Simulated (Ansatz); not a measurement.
| atom | x (Å) | y (Å) | z (Å) |
| --- | --- | --- | --- |
| C | 0.0000 | 0.0000 | -0.1744 |
| H | 0.0000 | 0.0000 | 1.0463 |

Basis set: 6-31G* (spherical functions). Correlated methods keep 1 orbital frozen. Charge 0, multiplicity 2.

Computed with Ansatz (development build ahead of 0.2.0); each method stands on the lowest determinant of its kind that the runs found.

(1) Give the atomization energy at this shape (free ground-state atoms in the same class of orbitals less the molecule, no zero-point energy) of doublet CH by UHF-MP2, UHF.

## Answers

(1)

```tsv
method	atomization energy
UHF-MP2	260.7 kJ/mol
UHF	215.7 kJ/mol
```

Caution: the unrestricted determinant is spin contaminated.
